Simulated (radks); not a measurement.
Problem. Coherent X-ray form factor from a spherical all-electron density. All-electron calculation, scalar-relativistic Kohn-Sham, r2SCAN, spin-polarised, spherical densities, finite nucleus; meta-GGA in the generalised Kohn-Sham scheme; Fermi nuclear charge, rms radius of each element as measured or else 0.836 A^(1/3) + 0.57 fm. Program: a radial shooting solver on a logarithmic mesh with Libxc functionals.

sin(theta)/lambda (1/angstrom),f0 (electrons)
0.05,34.894
0.1,34.580
0.15,34.070
0.2,33.382
0.25,32.539
0.3,31.570
0.4,29.371
0.5,27.019
0.6,24.707
0.8,20.643
1,17.470
1.25,14.379
1.5,11.833
2,8.089

The species is in the configuration that NIST lists as its ground one. Which atom or ion scatters so?

Solution. The iodine ion I18+, [Ar] 3d10 4s2 4p5. Extrapolating in s^2 from the first two rows gives f0(0) = 35.0, near the electron count 35; among species with that count, the fall with angle is slower the higher Z, and the table is that of Z = 53; from so few rows the species is fixed only to a neighbour or two.
